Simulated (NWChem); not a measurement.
System: CH$_{3}$Cl$_{2}$Y; SMILES [Cl][Y]([CH3])[Cl]

NWChem input:

```
start job
memory heap 200 mb stack 900 mb global 1100 mb
geometry units angstroms noautoz
  Y      0.034317     0.000936     0.193077
  Cl     1.030625     2.209249    -0.214111
  Cl     1.035271    -2.206169    -0.209221
  C     -1.950801    -0.000019     1.378504
  H     -2.575920    -0.891447     1.181426
  H     -2.577714     0.889882     1.180322
  H     -1.762166     0.000757     2.470845
end
basis spherical
  * library def2-svpd
end
ecp
  Y library def2-ecp
end
dft
  xc pbe0
  iterations 150
end
tddft
  cis
  nroots 6
  notriplet
end
task tddft energy
```

Geometry: optimised at PBE0/def2-SVP. No frequency run checked for a minimum. def2 effective core potentials on Y; no spin-orbit coupling.

Vertical excitations in the gas phase.

Predict the main results of this run. (PBE0/def2-SVPD with def2 effective core potentials on Y, TDA.) Quantities: lowest excitation, singlet (eV); oscillator strength of that lowest state; orbital gap (eV).


```yaml
lowest excitation, singlet (eV): 3.40
oscillator_strength_of_that_lowest_state: 0.000
orbital gap (eV): 4.88
```
